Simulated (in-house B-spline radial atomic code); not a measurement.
**Sr6+: [Ar] 3d10 4s1 (4p3/2)2 (7p1/2)1 (an excited or competing configuration)**

Method: Dirac-Hartree-Fock, average of the jj configuration, Fermi nucleus of rms radius 4.224 fm. Calculated with an all-electron radial atomic-structure program (B-spline basis).

Effective charges: Z_r = [3n² - l(l+1)]/(2<r>) from the radius, Z_e = n√(-2ε) from the energy, and Slater's rules. Values are occupation-weighted means over j. An effective charge above Z reflects the relativistic contraction of the inner shells.

| shell | electrons | ε (eV) | <r> (bohr) | Z_r | Z_e | Slater |
| --- | --- | --- | --- | --- | --- | --- |
| 1s | 2 | -16315 | 0.03915 | 38.32 | 34.63 | 37.70 |
| 2s | 2 | -2366.9 | 0.1717 | 34.95 | 26.38 | 33.85 |
| 2p | 6 | -2109.9 | 0.1502 | 33.28 | 24.91 | 33.85 |
| 3s | 2 | -481.34 | 0.488 | 27.66 | 17.84 | 26.75 |
| 3p | 6 | -395.65 | 0.4942 | 25.30 | 16.18 | 26.75 |
| 3d | 10 | -253.98 | 0.4903 | 21.42 | 12.96 | 16.85 |
| 4s | 1 | -137.82 | 1.233 | 19.46 | 12.73 | 12.00 |
| 4p | 2 | -113.48 | 1.344 | 17.11 | 11.55 | 12.00 |
| 7p | 1 | -20.756 | 6.782 | 10.69 | 8.65 | 7.00 |

The least bound orbital is 7p1/2 at -20.76 eV, and it is also the most diffuse (<r> = 6.782 bohr).

For the 1s electron the small component carries 1.91 % of the norm, the zero-frequency Breit interaction raises the level by 28.03 eV, self-energy by 15.05 eV, and vacuum polarisation lowers it by 1.622 eV.

The density falls to 0.001 bohr⁻³ at 2.655 bohr; Σ<r²> = 62.509 bohr² gives, by the non-relativistic formula and without the paramagnetism of open shells, a Langevin diamagnetic susceptibility of -49.51×10⁻⁶ cm³/mol.
